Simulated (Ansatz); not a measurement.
`CB(N)C=[Se]` and `CBC=[Se]` differ in one atom or group.

Ansatz, PBE0-D4/def2-TZVP geometries, multiplicity 1. Each molecule was computed in one conformer, which needn't be the lowest.

Scalar relativity is left out up to krypton.

```
                                          property  `CB(N)C=[Se]`
size of the dipole moment (ωB97M-V/def2-TZVPP) / D           3.23
              HOMO–LUMO gap (PBE0/def2-TZVPP) / eV           3.15
                 HOMO energy (PBE/def2-TZVPP) / eV          -4.79
                 LUMO energy (PBE/def2-TZVPP) / eV          -3.62
               HOMO energy (B3LYP/def2-TZVPP) / eV          -5.74
                HOMO energy (PBE0/def2-TZVPP) / eV          -5.97
```

Q: Give the same properties after the change, and the shifts. (Estimate.)

A: The calculation gave: 
```json
{"property": "size of the dipole moment (ωB97M-V/def2-TZVPP) / D", "`CBC=[Se]`": "1.43", "shift": "-1.80"}
{"property": "HOMO–LUMO gap (PBE0/def2-TZVPP) / eV", "`CBC=[Se]`": "3.89", "shift": "0.74"}
{"property": "HOMO energy (PBE/def2-TZVPP) / eV", "`CBC=[Se]`": "-5.57", "shift": "-0.78"}
{"property": "LUMO energy (PBE/def2-TZVPP) / eV", "`CBC=[Se]`": "-3.61", "shift": "0.01"}
{"property": "HOMO energy (B3LYP/def2-TZVPP) / eV", "`CBC=[Se]`": "-6.41", "shift": "-0.67"}
{"property": "HOMO energy (PBE0/def2-TZVPP) / eV", "`CBC=[Se]`": "-6.64", "shift": "-0.67"}
```

With PBE0 the HOMO falls by 0.67 eV and the LUMO rises by 0.09 eV, so the gap widens by about 0.76 eV. PBE moves the HOMO by -0.78 eV and ωB97M-V by -0.57 eV. Dipoles are sizes alone; their direction can turn.

B3LYP here is the variant with VWN-RPA as its local correlation; programs differ in this.

Spin–orbit coupling is left out; it splits and shifts lone-pair levels of the heavy atoms by tenths of an eV.
